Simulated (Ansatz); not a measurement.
`[AlH2]/[N]=C\[SiH3]` + `N[SiH2]S` → `N[SiH2][S][AlH2]` + `N=C[SiH3]`  (ligand exchange at the Al–N bond)

Calculated with Ansatz (gas phase, PBE0-D4/def2-TZVP geometries, no zero-point term in ΔE). CCSD(T)/CBS adds triple-zeta CCSD(T) − MP2 to the extrapolated MP2 energy (def2 sets, frozen cores). Functionals use def2-TZVPP. One conformer a species, not always the lowest.

`[AlH2]/[N]=C\[SiH3]`:

```xyz
10

Al    0.762   -2.016    1.182
N     0.570   -0.751   -0.013
C     0.387    0.180   -0.825
Si   -0.857    1.589   -0.525
H    -0.161   -3.289    1.030
H     1.853   -1.785    2.300
H     0.963    0.206   -1.771
H    -0.138    2.892   -0.533
H    -1.858    1.607   -1.626
H    -1.521    1.367    0.782
```

`N[SiH2]S`:

Z-matrix (Å, degrees):
```
Si
S 1 2.151
N 1 1.706 2 111.5
H 1 1.484 2 111.6 3 -117.8
H 1 1.485 2 105.8 3 122.4
H 2 1.343 1 94.3 3 -148.1
H 3 1.006 1 122.1 2 53.2
H 3 1.006 1 120.4 2 -98.6
```

`N[SiH2][S][AlH2]`:

Z-matrix (Å, degrees):
```
Si
S 1 2.159
N 1 1.709 2 117.2
H 1 1.482 2 103.7 3 119.7
H 1 1.482 2 108.8 3 -121.1
Al 2 2.172 1 97.9 3 61.3
H 3 1.008 1 119.7 2 -80.0
H 3 1.007 1 120.8 2 66.0
H 6 1.586 2 118.6 1 0.6
H 6 1.579 2 118.4 1 -178.9
```

`N=C[SiH3]`:

```xyz
8

N     1.011   -1.348    0.305
C     0.056   -0.552    0.561
Si   -0.314    0.876   -0.618
H     1.100   -2.071    1.023
H    -0.573   -0.665    1.458
H    -0.205    2.159    0.128
H    -1.714    0.751   -1.104
H     0.638    0.849   -1.752
```

```
         level  ΔE (kJ/mol)
        B97M-V        -42.1
    r2SCANh-D4        -46.0
    r2SCAN0-D4        -48.4
  CAM-B3LYP-D4        -36.8
       r2SCAN0        -47.9
         BHLYP        -39.4
MP2/def2-TZVPP        -50.0
 MP2/CBS(def2)        -51.8
```

Q: What does CCSD(T)/CBS give? (An estimate is asked.)

A: Ansatz gave: -50.6 kJ/mol. The listed levels differ from it by 8.5, 4.6, 2.2, 13.8, 2.7, 11.2, 0.6, -1.2 kJ/mol.

Largest T1 diagnostic among the species: 0.015.

In def2-TZVPP, CCSD(T) changes the Hartree–Fock value by −4.3 kJ/mol (the triples alone add −1.3 kJ/mol) and MP2 by −5.5 kJ/mol. Leaving LDA and LC-ωPBE aside and taking each functional with its dispersion term where it has one, the values, not all of them listed here, spread over 19.1 kJ/mol, from PBE-QIDH to BLYP-D4. LDA lies +4.9 kJ/mol from PBE without D4. From PBE to PBE0 (25 % exact exchange), in def2-TZVPP and without D4, ΔE moves by −5.6 kJ/mol.
